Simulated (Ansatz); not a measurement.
A made-up structure of MgGeH$_{4}$, closed shell:

Mg1  (0.671, -1.499, 0.613)
Ge2  (-0.320, 0.714, -0.292)
H3  (1.324, -2.956, 1.209)
H4  (-1.652, 0.534, -1.060)
H5  (1.736, -2.832, 0.831)
H6  (-0.634, 1.752, 0.811)
(Å)

It is relaxed with PBE-D4/def2-SVP and then PBE0-D4/def2-TZVP (Ansatz 0.2.0). Atoms count as bonded within 1.22 times the sum of their covalent radii (H–H: 0.88 Å). The end point is not checked to be a true minimum.

**Question.** Does its bonding change? (A judgement: the text doesn't fix the answer.)

**Answer.** The calculation gives: Yes. Formed: none; broken: Mg1–H3, Mg1–H5.

Where it ends: The first stage lowers the energy by 2.74 eV in 27 steps. It ends as a complex of MgGeH₂ ([Mg][GeH2]) + H₂:
Mg1  (-0.043, -0.684, 0.517)
Ge2  (-0.414, 1.504, -0.754)
H3  (1.899, -3.938, 1.486)
H4  (-1.756, 0.613, -0.912)
H5  (2.285, -3.536, 0.990)
H6  (-0.847, 1.754, 0.786)
(Å)

Labels in which every atom is bracketed show which atoms are joined, not bond orders.

For scale, one of the runs: PBE0-D4/def2-TZVP relaxation, 104 basis functions, launched by `ansatz run in.yaml --threads 2 --pin off --events-out ev --progress --plain --max-ram 4352MiB`. Hardware: 2 CPU threads of an Intel Xeon 6975P-C, shared host. Wall time about 16 s.
